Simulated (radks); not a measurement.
Values are calculated unless marked as measured or tabulated.
How relativity changes the ionisation of neutral potassium ([Ar] 4s1) to K+ ([Ar]). Spin-unpolarised spherical Kohn-Sham, PBE, point nucleus unless stated (finite: rms radius 3.4349 fm), a radial shooting solver on a logarithmic mesh with Libxc functionals. A level marked "c x" has the speed of light scaled by that factor.

level,E(K) (hartree),E(K+) (hartree),IE (eV),HOMO,<r> HOMO (bohr)
non-rel.,-599.70485,-599.54697,4.296,4s,5.026
scalar-rel.,-602.08677,-601.92825,4.314,4s,5.007
"scalar-rel., finite nucleus",-602.08590,-601.92737,4.314,4s,5.007
Dirac,-602.08996,-601.93144,4.314,4s1/2,5.007
"Dirac, finite nucleus",-602.08908,-601.93056,4.314,4s1/2,5.007
"Dirac, c x 1.5",-600.75934,-600.60118,4.304,4s1/2,5.018
"Dirac, c x 2",-600.29692,-600.13888,4.301,4s1/2,5.021
"Dirac, c x 3",-599.96765,-599.80969,4.298,4s1/2,5.024

NIST Atomic Spectra Database: 4.341 eV (measured). The relativistic part of the total energy of K is -2.384 hartree (Dirac, finite nucleus), 0.4 % of the non-relativistic value. Spin polarisation and multiplet splitting of open shells are left out at every level.

Beside tabulated values, note that spin-unpolarised runs miss the spin-polarisation part of the exchange energy of open shells.
